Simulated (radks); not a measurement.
Q: Method: scalar-relativistic Kohn-Sham, LB94 model potential, spin-polarised, spherical densities, finite nucleus; open shells are filled with parallel spins first (spin-orbit coupling, left out, can overturn this in heavy ions); Fermi nuclear charge, rms radius of each element as measured or else 0.836 A^(1/3) + 0.57 fm; computed with a radial shooting solver on a logarithmic mesh with Libxc functionals. Response by self-consistent Sternheimer equations with the Hartree and adiabatic LDA kernel, the relativistic mass of each level held fixed and spin-orbit coupling left out. For heavy and open-shell atoms this level of theory can miss by tens of per cent. Rank Pb+, Pb6+, Pb5+, Pb3+, Pb, Pb2+, Pb4+ (NIST ground configurations) by static dipole polarisability, largest first.

A: Pb 52.90, Pb+ 22.56, Pb2+ 11.90, Pb3+ 7.791, Pb4+ 3.820, Pb5+ 3.035, Pb6+ 2.458 bohr^3.
